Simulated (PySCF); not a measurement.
## Atomic charges against the basis set

Species: C₂H₆Cl₂SSi.
Numbering: `[CH3:1][S:2][SiH2:3][CH:4]([Cl:5])[Cl:6]` (hydrogens: H7, H8, H9 on C1; H10, H11 on Si3; H12 on C4)

PBE0 throughout (PySCF), one geometry, spherical d and f functions. Isolated species at its PBE0-D3(BJ)/def2-SVP geometry (one conformer only). Atoms taken as equivalent share a column and are averaged. The first 7 of 8 kinds of atom are listed.

Mulliken charges (e):

```csv
basis,functions,C1,S2,Si3,C4,Cl5/Cl6,H7/H8/H9,H10/H11
STO-3G,52,-0.317,-0.010,+0.545,-0.177,-0.122,+0.088,-0.096
6-31G,82,-0.761,-0.069,+0.665,-0.857,+0.101,+0.221,-0.073
pcSseg-0,82,-0.916,-0.214,+0.794,-1.023,+0.057,+0.289,0.000
6-31G*,112,-0.701,-0.110,+0.497,-0.584,+0.011,+0.223,-0.038
cc-pVDZ,130,-0.203,-0.176,+0.392,-0.307,-0.044,+0.092,-0.019
def2-SVP,130,-0.192,-0.262,+0.521,-0.237,-0.096,+0.098,-0.043
aug-cc-pVDZ,208,+0.202,-0.111,+0.118,-0.468,-0.040,-0.136,+0.351
"6-311+G(2d,p)",230,-0.598,-0.014,+0.275,-0.384,+0.018,+0.182,-0.035
def2-TZVP,246,-0.361,-0.190,+0.201,-0.060,-0.103,+0.153,-0.002
cc-pVTZ,280,-0.284,-0.172,+0.279,-0.120,-0.098,+0.121,-0.009
IGLO-III,306,-0.535,-0.252,+0.856,-0.467,+0.027,+0.166,-0.152
pcSseg-2,328,-0.129,-0.200,+0.527,-0.121,-0.110,+0.074,-0.103
```

IAO charges (e):

```
        basis  functions      C1      S2     Si3      C4  Cl5/Cl6  H7/H8/H9  H10/H11
       STO-3G         52  -0.487  -0.034  +0.632  -0.390   -0.043    +0.135   -0.100
        6-31G         82  -0.512  -0.149  +0.556  -0.387   -0.046    +0.171   -0.068
     pcSseg-0         82  -0.507  -0.153  +0.555  -0.413   -0.037    +0.170   -0.063
       6-31G*        112  -0.494  -0.161  +0.679  -0.380   -0.053    +0.162   -0.107
      cc-pVDZ        130  -0.490  -0.160  +0.675  -0.362   -0.058    +0.160   -0.108
     def2-SVP        130  -0.481  -0.161  +0.690  -0.367   -0.053    +0.157   -0.115
  aug-cc-pVDZ        208  -0.496  -0.168  +0.680  -0.358   -0.063    +0.163   -0.107
6-311+G(2d,p)        230  -0.504  -0.165  +0.707  -0.376   -0.059    +0.164   -0.115
    def2-TZVP        246  -0.507  -0.164  +0.718  -0.380   -0.057    +0.164   -0.119
      cc-pVTZ        280  -0.505  -0.166  +0.706  -0.373   -0.059    +0.165   -0.115
     IGLO-III        306  -0.508  -0.161  +0.713  -0.382   -0.055    +0.164   -0.118
     pcSseg-2        328  -0.506  -0.164  +0.712  -0.381   -0.057    +0.165   -0.117
```

Hirshfeld charges (e):

```
        basis  functions      C1      S2     Si3      C4  Cl5/Cl6  H7/H8/H9  H10/H11
       STO-3G         52  -0.044  -0.072  +0.381  +0.096   -0.160    +0.018   -0.069
        6-31G         82  -0.091  -0.125  +0.263  -0.040   -0.052    +0.051   -0.060
     pcSseg-0         82  -0.100  -0.101  +0.290  -0.045   -0.048    +0.045   -0.066
       6-31G*        112  -0.086  -0.125  +0.262  -0.031   -0.056    +0.052   -0.065
      cc-pVDZ        130  -0.104  -0.090  +0.273  -0.051   -0.043    +0.049   -0.072
     def2-SVP        130  -0.108  -0.081  +0.272  -0.054   -0.038    +0.049   -0.075
  aug-cc-pVDZ        208  -0.123  -0.080  +0.275  -0.079   -0.031    +0.052   -0.070
6-311+G(2d,p)        230  -0.116  -0.084  +0.275  -0.079   -0.032    +0.051   -0.070
    def2-TZVP        246  -0.117  -0.083  +0.271  -0.072   -0.035    +0.052   -0.070
      cc-pVTZ        280  -0.117  -0.086  +0.272  -0.068   -0.037    +0.052   -0.070
     IGLO-III        306  -0.125  -0.068  +0.269  -0.080   -0.027    +0.050   -0.070
     pcSseg-2        328  -0.123  -0.082  +0.278  -0.076   -0.033    +0.053   -0.071
```

Some averages cover members that differ in this geometry, most widely: H10/H11, Mulliken in aug-cc-pVDZ +0.317 to +0.384; H7/H8/H9, Mulliken in aug-cc-pVDZ -0.160 to -0.121; H10/H11, Mulliken in pcSseg-2 -0.116 to -0.090 e.

Question: Which scheme is steadiest as the basis changes?

Answer: Largest range over the bases for any column: IAO 0.16 e, Hirshfeld 0.18 e, Mulliken 1.12 e. IAO charges move least and Mulliken charges most, counted in e. Without the minimal STO-3G basis the ranges are IAO 0.16, Hirshfeld 0.06, Mulliken 1.12 e.

Question: How much do the charges still move between the two largest bases, IGLO-III and pcSseg-2?

Answer: At most, over all atoms: Mulliken 0.406 e, IAO 0.003 e, Hirshfeld 0.015 e.

Question: What do the same runs give for the total energy, the frontier levels and the dipole moment?

Answer: 
```csv
basis,energy (Eh),HOMO (eV),LUMO (eV),μ (D)
STO-3G,-1668.6119,-3.86,3.18,3.16
6-31G,-1687.0659,-7.14,-0.40,3.30
pcSseg-0,-1685.2009,-7.36,-0.45,3.38
6-31G*,-1687.1852,-7.10,-0.44,2.93
cc-pVDZ,-1687.2776,-7.06,-0.32,2.72
def2-SVP,-1686.6999,-7.06,-0.13,2.61
aug-cc-pVDZ,-1687.2927,-7.16,-0.69,2.75
"6-311+G(2d,p)",-1687.3361,-7.16,-0.75,2.77
def2-TZVP,-1687.3482,-7.15,-0.55,2.69
cc-pVTZ,-1687.3668,-7.16,-0.52,2.70
IGLO-III,-1687.3383,-7.07,-0.52,2.50
pcSseg-2,-1687.3793,-7.21,-0.67,2.85
```

The dipole is fixed by the density alone, so its range of 0.88 D shows that the density itself changes with the basis, not only its division among atoms.
